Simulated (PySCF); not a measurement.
## Computed spin Hamiltonian

Compound: C6H7FN (doublet state).
Z-matrix (Å and degrees, GFN2-xTB geometry), rows numbered from 1:
```
C 
C   1  1.4848
C   2  1.3738  1  124.71
C   3  1.4169  2  131.31  1    -0.05
C   4  1.3875  3  106.53  2  -179.98
F   5  1.3436  4  125.69  3   179.98
C   5  1.3805  4  109.75  3     0.04
N   7  1.3612  5  106.74  4    -0.02
H   1  1.0921  2  110.56  3  -120.99
H   1  1.0921  2  110.52  3   120.73
H   1  1.0849  2  111.28  3    -0.12
H   2  1.0807  1  116.93  3  -179.93
H   4  1.0695  3  127.00  2     0.09
H   7  1.0703  5  130.34  4  -179.98
H   8  1.0053  3  124.21  2    -0.18
```

The hyperfine couplings belong to this conformer and change with its torsions.

The species is `c1(cc(c[nH]1)F)[CH]C` [radical].

Level of theory: PySCF 2.14.0, UKS B3LYP, pcH-1 on C F H N, non-relativistic, mean-field spin-orbit, GIAO. One conformer (not necessarily the lowest) at the GFN2-xTB geometry, without solvent, vibrations or thermal averaging. Couplings are sensitive to structure, and on GFN2-xTB geometries they can be far from those on DFT ones. No stability test was run, so a lower SCF solution isn't excluded.

| Quantity | Value |
| --- | --- |
| g1, g2, g3 | 2.00215, 2.00268, 2.00309 |
| g_iso | 2.00264 |
| Form of g | rhombic: the two nearest values differ by 44 % of g3 − g1 |
| ⟨S²⟩ | 0.7699 (exact 0.7500) |
| HOMO–LUMO gap, α and β orbitals | 5.25, 4.69 eV |
| Total energy | -387.41632 Eh |

Isotropic coupling and dipolar principal values T1 to T3, in MHz; ρ(0) is the spin density at the nucleus:

| atom | isotope | a_iso | T1 | T2 | T3 | Mulliken spin population | ρ(0) (bohr⁻³) |
| --- | --- | --- | --- | --- | --- | --- | --- |
| C1 | 13C | -22.2 | -1.5 | 0.6 | 0.9 | -0.05 | -0.0197 |
| C2 | 13C | 56.7 | -54.0 | -52.9 | 106.9 | 0.67 | 0.0504 |
| C3 | 13C | -39.9 | -20.7 | 7.9 | 12.8 | -0.17 | -0.0355 |
| C4 | 13C | 25.0 | -22.0 | -21.7 | 43.8 | 0.28 | 0.0222 |
| C5 | 13C | -24.1 | -10.4 | 5.1 | 5.3 | -0.08 | -0.0214 |
| F6 | 19F | -11.3 | -22.9 | 6.7 | 16.1 | 0.00 | -0.0027 |
| C7 | 13C | 21.4 | -25.5 | -24.5 | 49.9 | 0.29 | 0.0191 |
| N8 | 14N | 3.6 | -5.2 | -4.9 | 10.1 | 0.08 | 0.0113 |
| H9 | 1H | 68.5 | -3.5 | -2.6 | 6.1 | 0.03 | 0.0153 |
| H10 | 1H | 68.8 | -3.5 | -2.6 | 6.1 | 0.03 | 0.0154 |
| H11 | 1H | 1.9 | -2.8 | -2.2 | 5.0 | 0.00 | 0.0004 |
| H12 | 1H | -41.2 | -24.6 | -0.7 | 25.3 | -0.03 | -0.0092 |
| H13 | 1H | -18.6 | -9.7 | -1.3 | 10.9 | -0.01 | -0.0042 |
| H14 | 1H | -21.6 | -12.7 | -0.3 | 13.0 | -0.01 | -0.0048 |
| H15 | 1H | -8.1 | -3.9 | -3.9 | 7.8 | 0.00 | -0.0018 |

The Mulliken spin populations are largest on C2 (+0.67), C7 (+0.29), C4 (+0.28) and C3 (-0.17). Three atoms exceed +0.15. The positive populations add up to 1.38 and the negative ones to -0.38, together 2S = 1. The angles at C2 add up to 360.0°, so it is planar; its axial dipolar tensor and the negative coupling of its proton fit spin in a p orbital normal to that plane.

Axes: g2 points within 7° of the C2–C3 bond and g3 points within 2° of the C5–C7 bond.

Under fast tumbling the dipolar parts average out, and these isotropic splittings remain (the largest six): 3 × 1H (H9/H10/H11, I = 1/2, 4 lines) with 1.66 mT, 1 × 1H (H12, I = 1/2, 2 lines) with 1.47 mT, 1 × 1H (H14, I = 1/2, 2 lines) with 0.77 mT, 1 × 1H (H13, I = 1/2, 2 lines) with 0.66 mT, 1 × 19F (F6, I = 1/2, 2 lines) with 0.40 mT and 1 × 1H (H15, I = 1/2, 2 lines) with 0.29 mT.

Class means assume fast exchange of nuclei equivalent by connectivity; if that motion is slow, each nucleus keeps its own coupling. The three 1H nuclei of mean +46.4 MHz run from 1.9 to 68.8 MHz in the frozen geometry.

The 13C coupling of C2 (56.7 MHz) shows only in satellite lines or after enrichment, since that isotope makes up about 1.07 % of natural carbon.
